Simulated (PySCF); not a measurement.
# Relaxation of sextet MnH₂

All numbers come from UPBE0 in PySCF with Mn def2-TZVP, H def2-TZVP; no relativity; density-fitted integrals. A (50,194) grid was used.

A hand-made bent start, of C2v symmetry, held to at least that symmetry:

```xyz
3
charge 0 multiplicity 6, angstrom
Mn    0.0000    0.0000   -0.0307
H     1.2369    0.0000    0.8354
H    -1.2369    0.0000    0.8354
```

Question: What forces act on the atoms at the start (eV/Å)?

Answer: 
```
atom     Fx    Fy     Fz
 Mn1   0.00  0.00  -1.49
  H2   2.32  0.00   0.74
  H3  -2.32  0.00   0.74
```

Question: What does it relax to?

Answer: It ends at D∞h with Mn–H 1.692 Å (×2); H–Mn–H 180.0°. A frequency run shows a minimum. Other isomers or separated fragments may lie lower.

Question: How much energy is released, and in how many steps?

Answer: 90.0 kJ/mol in 10 steps.

Open d and f shells are described by one determinant, and the ground state may have another occupation or spin.

The relaxation took roughly 23 core-seconds on a shared host.
